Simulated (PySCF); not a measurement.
Electronic structure of O⁺ (oxygen, charge +1) at the r2SCAN level

Configuration: [He] 2s2 2p3, high-spin 4S determinant. Calculation: PySCF 2.14, in cc-pVDZ; no relativity, point nucleus.

| Item | Value |
| --- | --- |
| Total energy | -74.5345 hartree |
| One-electron energy | -98.3726 hartree |
| Hartree (Coulomb) energy | 31.9073 hartree |
| Exchange-correlation energy | -8.0693 hartree |
| Kinetic energy | 74.19704 hartree |
| ⟨S²⟩ | 3.7528 |
| ⟨L²⟩ | 0.000 |
| Sum of ⟨r⟩ | 5.860 bohr |
| Sum of ⟨r²⟩ | 7.547 bohr² |
| Density at the nucleus (Gaussians lack the cusp) | 299 bohr⁻³ |
| Spin density at the nucleus | 0.374 bohr⁻³ |
| Langevin diamagnetic susceptibility | -5.98 ×10⁻⁶ cm³/mol |
| Time after the integrals | 0.21 s of wall time on 1 thread of Neoverse-N1 (shared host) |

```json
{"shell": "1s α", "electrons": "1", "mean orbital energy (eV)": "-539.16", "rms radius, mean of both spins (bohr)": "0.231"}
{"shell": "1s β", "electrons": "1", "mean orbital energy (eV)": "-536.37", "rms radius, mean of both spins (bohr)": "0.231"}
{"shell": "2s α", "electrons": "1", "mean orbital energy (eV)": "-43.710", "rms radius, mean of both spins (bohr)": "1.21"}
{"shell": "2s β", "electrons": "1", "mean orbital energy (eV)": "-35.913", "rms radius, mean of both spins (bohr)": "1.21"}
{"shell": "2p α", "electrons": "3", "mean orbital energy (eV)": "-27.371", "rms radius, mean of both spins (bohr)": "1.23"}
```
